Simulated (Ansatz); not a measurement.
Total energies of C₃H₄BCl.

```xyz
9

B     0.506    0.685    1.155
C     0.118   -0.038   -0.195
Cl   -1.202    0.370    1.941
C    -0.058   -1.191   -0.944
C    -0.497   -0.034   -1.437
H     0.690    1.862    0.994
H     1.364    0.087    1.750
H     0.066   -2.258   -1.041
H    -0.986    0.517   -2.225
```

Total charge 0; spin multiplicity 1. The bonds changed during the relaxation, so this is another structure than the one it started from. Geometry: relaxed with PBE0-D4/def2-TZVP. Basis def2-TZVPP, Ansatz 0.2.0.

RPA on PBE orbitals: Hartree–Fock energy of these orbitals -600.04714 Eh, correlation -1.24365 Eh (frozen core).

```
             functional  energy without D4 (Eh)  D4 term (kJ/mol)
            LDA (SPW92)              -598.88448                 –
                    PBE              -601.36074             -19.3
                   BLYP              -601.67898             -42.8
                 r2SCAN              -601.62881              -4.7
                 B97M-V              -601.64893                 –
                   PBE0              -601.41714             -16.2
                  B3LYP              -601.77113             -31.1
                r2SCAN0              -601.61269              -5.5
HSE06 (plane-wave form)              -601.40062             -15.1
                  BHLYP              -601.66369             -23.1
              CAM-B3LYP              -601.67467             -16.4
                LC-ωPBE              -601.51332                 –
                ωB97X-V              -601.64186                 –
               PBE-QIDH              -601.30697                 –
```

(1) Give the same for revPBE, r2SCANh, ωB97M-V, B2PLYP. (Best estimate.)

B3LYP takes the VWN-RPA correlation (the form of Gaussian; ORCA's B3LYP/G). HSE06 is the plane-wave form, built on full-range PBE exchange. The double hybrids freeze the cores in their second-order part.

Answers

(1) The calculation gave: 
| functional | energy without D4 (Eh) | D4 term (kJ/mol) |
| --- | --- | --- |
| revPBE | -601.62586 | -60.6 |
| r2SCANh | -601.62194 | -5.0 |
| ωB97M-V | -601.66304 | – |
| B2PLYP | -601.48408 | – |

LC-ωPBE has ω = 0.4 bohr⁻¹.
